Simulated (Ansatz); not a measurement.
The same molecule with X = Cu, Ag, Au. Ansatz, PBE0-D4/def2-TZVP geometries, multiplicity 1. Each molecule was computed in one conformer, which needn't be the lowest.

Elements past krypton have def2 core potentials. Scalar relativity is left out up to krypton.

```json
{"X": "Cu", "molecule": "`[OH2+][Cu-][Br]`", "mean X–Br bond length / Å": "2.204", "mean X–O bond length / Å": "1.966", "HOMO energy (PBE/def2-TZVPP) / eV": "-5.14", "HOMO–LUMO gap (ωB97M-V/def2-TZVPP) / eV": "8.88", "size of the dipole moment (PBE/def2-TZVPP) / D": "7.93"}
{"X": "Au", "molecule": "`[OH2+][Au-][Br]`", "mean X–Br bond length / Å": "2.341", "mean X–O bond length / Å": "2.165", "HOMO energy (PBE/def2-TZVPP) / eV": "-5.66", "HOMO–LUMO gap (ωB97M-V/def2-TZVPP) / eV": "9.01", "size of the dipole moment (PBE/def2-TZVPP) / D": "7.20"}
```

Question: Give the row for X = Ag, `[OH2+][Ag-][Br]`. (An estimate is asked.)

Answer: The calculation gave: 
```json
{"X": "Ag", "molecule": "`[OH2+][Ag-][Br]`", "mean X–Br bond length / Å": "2.393", "mean X–O bond length / Å": "2.234", "HOMO energy (PBE/def2-TZVPP) / eV": "-5.50", "HOMO–LUMO gap (ωB97M-V/def2-TZVPP) / eV": "8.58", "size of the dipole moment (PBE/def2-TZVPP) / D": "8.23"}
```

From Cu to Au the mean X–Br bond length isn't monotonic: highest at Ag, lowest at Cu; the mean X–O bond length isn't monotonic: highest at Ag, lowest at Cu; the HOMO energy (PBE/def2-TZVPP) falls at each step, by 0.52 eV in all; the HOMO–LUMO gap (ωB97M-V/def2-TZVPP) isn't monotonic: highest at Au, lowest at Ag. Dipoles are sizes alone, and their direction can turn along the series.

Spin–orbit coupling is left out; it splits and shifts lone-pair levels of the heavy atoms by tenths of an eV.
